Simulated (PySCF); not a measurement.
Spectrum to structure. Computed with TDDFT B3LYP/def2-SVPD, vertical, gas phase, core orbitals frozen in the response (PySCF). Geometries: GFN2-xTB, one conformer each.

```csv
state,λ (nm),f
S1,241.7,0.0000
S2,231.0,0.0018
S3,223.5,0.016
S4,221.0,0.057
S5,206.5,0.0020
S6,204.0,0.012
S7,188.9,0.012
S8,188.2,0.053
```

Orbital energies (eV): HOMO-3 -8.89, HOMO-2 -7.99, HOMO-1 -7.86, HOMO -6.10, LUMO -0.11, LUMO+1 0.12, LUMO+2 0.21.

Task: Which structure fits? All have the formula C4H9ClSSi.
A. `CCC(=S)C[SiH2]Cl`
B. `C/C=C(/Cl)SC[SiH3]`
C. `[Si@H]1(Cl)C[C@H](C1)SC`

Result: C. Its S1, at 5.13 eV, is the highest among the candidates; the nearest of the others has S1 at 4.43 eV. S1 is HOMO→LUMO (89%). Löwdin shares by element: HOMO sulfur 69%, carbon 20% or more; LUMO chlorine 28%, silicon 24%, sulfur 8%, carbon 8% or more (atoms not listed hold the other 32%). At the same level the other candidates give, for their lowest levels:
- `CCC(=S)C[SiH2]Cl`: 486 nm (f 0.000); 242 nm (f 0.012); 238 nm (f 0.216); 222 nm (f 0.051); 208 nm (f 0.016); T1 2.13 eV; HOMO -6.17, LUMO -2.27 eV
- `C/C=C(/Cl)SC[SiH3]`: 280 nm (f 0.005); 238 nm (f 0.192); 233 nm (f 0.012); 220 nm (f 0.008); 213 nm (f 0.011); T1 3.62 eV; HOMO -5.94, LUMO -0.49 eV

The values belong to the conformer `[CH3:1][S:2][C@H:3]1[CH2:4][Si@@H:5]([Cl:6])[CH2:7]1`: C1–S2–C3–C4 -61°.
Triplets come from the Tamm–Dancoff approximation.
